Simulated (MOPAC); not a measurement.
Input for MOPAC: PM7 on HfO2 (SMILES [O]=[Hf]=[O]), 2S+1 = 3, a spin state set in the input, which need not be the lowest.

```
PM7 1SCF PRECISE CHARGE=0 UHF MS=1 THREADS=1
HfO2

Hf     0.45978856 1    -0.38316351 1     0.45692771 1
O      0.82296032 1     0.38999859 1    -1.16586551 1
O     -1.31591760 1     0.04053652 1     0.63861817 1
```

It printed:

```
*******************************************************************************
 **                                                                           **
 **                              MOPAC v23.2.5                                **
 **                                                                           **
 *******************************************************************************
 ** MOPAC's Digital Object Identifier: https://doi.org/10.5281/zenodo.6511958 **
 **                                                                           **
 ** Please cite the open-source release paper for use of this MOPAC version:  **
 ** J. E. Moussa and J. J. P. Stewart (2026)                                  **
 ** MOPAC: An open-source semiempirical molecular orbital program             **
 ** J. Open Source Softw., 11(119), 8025, https://doi.org/10.21105/joss.08025 **
 *******************************************************************************

                              PM7 CALCULATION RESULTS

 *******************************************************************************
 *  PM7        - The PM7 Hamiltonian to be used
 *  UHF        - UNRESTRICTED HARTREE-FOCK CALCULATION
 *
 *
 *
 *                 CHARGE ON SYSTEM = 0
 *
 *
 *
 *  MS=        - IN MECI, MAGNETIC COMPONENT OF SPIN =  1.0
 *  PRECISE    - TIGHTER CRITERIA TO BE USED
 *  1SCF       - DO 1 SCF AND THEN STOP
 *  THREADS=1  - MULTI-THREADING NOT USED
 *  T=         - A TIME OF 172800.0 SECONDS REQUESTED
 *  DUMP=N     - RESTART FILE WRITTEN EVERY 7200.0 SECONDS REQUESTED
 *******************************************************************************
PM7 1SCF PRECISE CHARGE=0 UHF MS=1 THREADS=1
 HfO2

   ATOM   CHEMICAL          X               Y               Z
  NUMBER   SYMBOL      (ANGSTROMS)     (ANGSTROMS)     (ANGSTROMS)

     1      Hf          0.45978856  *  -0.38316351  *   0.45692771  *
     2       O          0.82296032  *   0.38999859  *  -1.16586551  *
     3       O         -1.31591760  *   0.04053652  *   0.63861817  *



          CARTESIAN COORDINATES

    NO.       ATOM           X           Y           Z

     1        Hf          0.4598     -0.3832      0.4569
     2         O          0.8230      0.3900     -1.1659
     3         O         -1.3159      0.0405      0.6386

 General Reference for PM7:
 "Optimization of Parameters for Semiempirical Methods VI: More Modifications to the
 NDDO Approximations and Re-optimization of Parameters", J. J. P. Stewart, J. Mol. Mod., 1:32, 19 (2013)
 https://link.springer.com/article/10.1007/s00894-012-1667-x

           Empirical Formula: O2 Hf  =     3 atoms



      MOLECULAR POINT GROUP   :   C2v


          UHF CALCULATION, NO. OF ALPHA ELECTRONS =    9
                           NO. OF BETA  ELECTRONS =    7


 ALL CONVERGERS ARE NOW FORCED ON
 SHIFT=10, PULAY ON, CAMP-KING ON
 AND ITERATION COUNTER RESET



 -------------------------------------------------------------------------------
 PM7 1SCF PRECISE CHARGE=0 UHF MS=1 THREADS=1
 HfO2



     1SCF WAS SPECIFIED, SO BFGS WAS NOT USED
     SCF FIELD WAS ACHIEVED


                              PM7 CALCULATION
                                                       MOPAC v23.2.5 Linux




          FINAL HEAT OF FORMATION =        -74.31797 KCAL/MOL =    -310.94640 KJ/MOL


          COSMO AREA              =         95.24 SQUARE ANGSTROMS
          COSMO VOLUME            =         83.71 CUBIC ANGSTROMS

          IONIZATION POTENTIAL    =         10.007167 EV
          ALPHA SOMO LUMO (EV)    =        -10.007  0.680
          BETA  SOMO LUMO (EV)    =        -12.490 -2.946
          NO. OF ALPHA ELECTRONS  =          9
          NO. OF BETA  ELECTRONS  =          7
          MOLECULAR WEIGHT        =        210.4888         POINT GROUP:  C2v

          MOLECULAR DIMENSIONS (Angstroms)

            Atom       Atom       Distance
            O     3    O     2     2.82012
           Hf     1    O     3     1.17308
           Hf     1    O     2     0.00000


          SCF CALCULATIONS        =          1





   ATOM   CHEMICAL          X               Y               Z
  NUMBER   SYMBOL      (ANGSTROMS)     (ANGSTROMS)     (ANGSTROMS)

     1      Hf          0.45978856  *  -0.38316351  *   0.45692771  *
     2       O          0.82296032  *   0.38999859  *  -1.16586551  *
     3       O         -1.31591760  *   0.04053652  *   0.63861817  *

                             CARTESIAN COORDINATES

   1   Hf        0.459788560    -0.383163510     0.456927710
   2    O        0.822960320     0.389998590    -1.165865510
   3    O       -1.315917600     0.040536520     0.638618170


           Empirical Formula: O2 Hf  =     3 atoms



      MOLECULAR POINT GROUP   :   C2v


          ALPHA EIGENVALUES
 -30.50733 -29.58560 -16.07785 -15.61118 -13.96929 -13.70799 -13.15517 -12.56944
 -10.00717   0.68017   1.09808   1.74706   3.10420   4.37828  33.79658  36.75784
  37.02938


           BETA EIGENVALUES
 -27.76453 -26.34441 -14.33547 -13.43822 -13.12143 -13.04485 -12.49013  -2.94578
  -0.58269   2.10942   2.59771   2.64448   4.58292   4.73681  37.25406  37.58848
  38.81467


              NET ATOMIC CHARGES AND DIPOLE CONTRIBUTIONS

  ATOM NO.   TYPE          CHARGE      No. of ELECS.   s-Pop       p-Pop       d-Pop
    1         Hf           0.078860        3.9211     1.17134     0.07388     2.67592
    2          O          -0.039470        6.0395     1.89330     4.14617
    3          O          -0.039390        6.0394     1.89354     4.14585
 DIPOLE           X         Y         Z       TOTAL
 POINT-CHG.     0.267    -0.227     0.273     0.444
 HYBRID         1.148    -0.974     1.174     1.910
 SUM            1.415    -1.201     1.447     2.354


          ATOMIC ORBITAL ELECTRON POPULATIONS

     Atom    s        px        py        pz      x^2-y^2     xz        z^2       yz        xy
    1 Hf   1.17134   0.03369   0.01195   0.02824   0.50176   0.66719   0.49220   0.49551   0.51926
    2  O   1.89330   1.17791   1.47856   1.48970
    3  O   1.89354   1.48496   1.43632   1.22456


                    (SZ)    =    1.000000
                    (S**2)  =    2.087989


          ATOMIC ORBITAL SPIN POPULATIONS

    Atom   Total    s     px     py     pz   x^2-y^2  xz     z^2    yz     xy
         Atomic
    1 Hf  0.6932  0.575  0.002  0.000  0.001  0.120 -0.156  0.010  0.141 -0.001
    2  O  0.6523  0.011  0.556  0.061  0.024
    3  O  0.6545  0.011  0.026  0.135  0.483

 **********************
 *                    *
 * JOB ENDED NORMALLY *
 *                    *
 **********************




 == MOPAC DONE ==
```

The run finished.

Cost: very roughly 0.20 core-seconds.
